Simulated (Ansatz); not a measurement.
input.yaml

```yaml
crystal:
  periodic: [false, false, false]
  atoms:
    - { symbol: Si, position_ang: [0.1251, -0.454, 0.5472] }
    - { symbol: F, position_ang: [0.4839, -1.7533, -0.9342] }
    - { symbol: O, position_ang: [-0.6698, 0.3073, -0.6208] }
    - { symbol: C, position_ang: [-1.5589, 1.3747, -0.5089] }
    - { symbol: H, position_ang: [-0.3718, -1.6585, 1.1848] }
    - { symbol: H, position_ang: [0.3164, 0.5318, 1.6242] }
    - { symbol: H, position_ang: [1.6503, -1.4678, -0.9454] }
    - { symbol: S, position_ang: [2.6154, -0.421, 0.1359] }
    - { symbol: H, position_ang: [-2.5713, 0.9852, -0.3883] }
    - { symbol: H, position_ang: [-1.325, 2.0134, 0.344] }
    - { symbol: H, position_ang: [-1.5055, 1.9599, -1.428] }
    - { symbol: H, position_ang: [2.8112, -1.4178, 0.9894] }
basis:
  gaussian: { orbitals: def2-SVP }
hamiltonian:
  xc: pbe0
relax:
  f_tol: 0.15
  max_steps: 25
  restrain:
    - { distance: [0, 7], at: 2.16, k: 30.0 }
    - { distance: [6, 1], at: 0.88, k: 30.0 }
    - { distance: [0, 1], at: 2.98, k: 30.0 }
    - { distance: [6, 7], at: 2.66, k: 30.0 }
output:
  orbitals: {}
```

Run as:

```bash
$ ansatz run input.yaml --threads 2 --pin off --max-ram 3072MiB --backend cpu --events-out ev --progress --plain --runs-dir out
```

Hardware: 2 threads of Intel(R) Xeon(R) Platinum 8259CL CPU @ 2.50GHz (Skylake/Cascade Lake), with other jobs on the host.

Task: Roughly how long does this run take, and how much memory?

Result: 87 s, with a peak of 0.27 GiB, for 20 ionic steps.
